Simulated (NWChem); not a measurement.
System: CH6Ti; SMILES [CH3][TiH3]

Here is an NWChem input.

```
start job
memory heap 200 mb stack 900 mb global 1100 mb
geometry units angstroms noautosym nocenter noautoz
  Ti    -0.000014     0.000040    -0.503870
  C     -0.000011     0.000022     1.503022
  H     -0.311353     0.999116     1.858082
  H      1.020950    -0.229958     1.857912
  H     -0.709604    -0.769234     1.857880
  H     -0.476922     1.536490    -1.042179
  H      1.569076    -0.355204    -1.042059
  H     -1.092155    -1.181286    -1.042004
end
basis spherical
  * library def2-svp
end
dft
  xc xpbe96 cpbe96
  iterations 150
end
tddft
  cis
  nroots 6
  notriplet
end
task tddft energy
```

Geometry: optimised at PBE0/def2-SVP.

Vertical excitations in the gas phase.

**Question.** Give the results of this calculation. (PBE/def2-SVP, TDA.) Quantities: basis functions; lowest excitation, singlet (eV); orbital gap (eV).

**Answer.** 
| Item | Result |
|---|---|
| number of basis functions | 75 |
| lowest excitation, singlet (eV) | 3.32 |
| orbital gap (eV) | 3.35 |
